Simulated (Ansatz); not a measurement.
All values below come from frozen-core CCSD(T)/cc-pVTZ // PBE0-D4/def2-TZVP run with Ansatz (a first-principles code).

Ansatz 0.2 input:
```yaml
crystal:
  periodic: [false, false, false]
  atoms:
    - { symbol: O, position_ang: [0.940519, 0.391586, -0.090201] }
    - { symbol: B, position_ang: [0.03485, -0.609681, 0.022912] }
    - { symbol: O, position_ang: [-1.287821, -0.399618, 0.095382] }
    - { symbol: H, position_ang: [1.847604, 0.083076, -0.130706] }
    - { symbol: H, position_ang: [-1.535151, 0.534636, 0.059144] }
basis:
  gaussian: { orbitals: cc-pVTZ }
correlation:
  method: ccsd_t
magnetization:
  spin_polarized: true
  initial_magnetization: 1
```

Output:

```
Functional definition: HF
713 factors; integrals over basis functions are off by at most 1.3e-3 eV
mean field evaluation 1: about -4777.1413 eV, gradient 3.0e1 eV
mean field evaluation 2: about -4777.1442 eV, gradient 3.0e1 eV
mean field evaluation 4: about -4780.7333 eV, gradient 2.8e0 eV
mean field evaluation 8: about -4780.8556 eV, gradient 2.0e-1 eV
mean field evaluation 16: about -4780.8342 eV, gradient 9.4e-1 eV
mean field -4780.85620695 eV, -175.6932250247 hartree, gradient 1.6e-6 eV, S^2 0.753089; 0 other end points of the search recorded, 0 dependent functions left out
3 core orbitals not correlated
reference -4780.85620695 eV, -175.6932250247 hartree; 9, 8 occupied and 106, 107 virtual orbitals, 713 factors
second order -15.10881149 eV of doubles, -0.00000000 eV of singles
cycle   1  -14.94977953 eV  change    1.6e-1 eV  update   7.9e-2
cycle   2  -15.27174352 eV  change   -3.2e-1 eV  update   2.3e-2
cycle   3  -15.35264008 eV  change   -8.1e-2 eV  update   1.4e-2
cycle   4  -15.34054320 eV  change    1.2e-2 eV  update   3.9e-3
cycle   5  -15.33945957 eV  change    1.1e-3 eV  update   1.8e-3
cycle   6  -15.33991880 eV  change   -4.6e-4 eV  update   5.6e-4
cycle   7  -15.33985329 eV  change    6.6e-5 eV  update   2.5e-4
cycle   8  -15.33987705 eV  change   -2.4e-5 eV  update   9.2e-5
cycle   9  -15.33989306 eV  change   -1.6e-5 eV  update   3.4e-5
cycle  10  -15.33988168 eV  change    1.1e-5 eV  update   1.1e-5
perturbative correction -0.55691993 eV, -0.0204664300 hartree
Total energy: -4796.75300856 eV, -176.2774217087 hartree
```

Cost: roughly 30 core-seconds.
